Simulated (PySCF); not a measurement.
Electron correlation in Sn²⁺ (tin, charge +2)

[Kr] 4d10 5s2, closed-shell 1S. All numbers are calculated (PySCF 2.14, a scalar-relativistic core potential, in def2-SVP with the def2 core potential (28 electrons) (4s4p2d, 26 functions)). Frozen: 4s2 4p6 4d10; 2 electrons correlated.

Total MP2 correlation energy: -21.81 mhartree.

Same-spin part 0.00 and opposite-spin part -21.81 mhartree; SCS-MP2 scales them by 1/3 and 6/5 to -26.18 mhartree.

With two correlated electrons CCSD is exact within the correlated space (frozen core and kept virtual orbitals).

```csv
level,correlation energy (mhartree)
CCSD,-32.39
```

Diagnostics: T1 = 0.0023, D1 = 0.0032, largest double amplitude 0.101.

Cost of the coupled-cluster step: 0.04 s of wall time on 1 thread of Neoverse-V2 (shared host), for 2 correlated electrons.
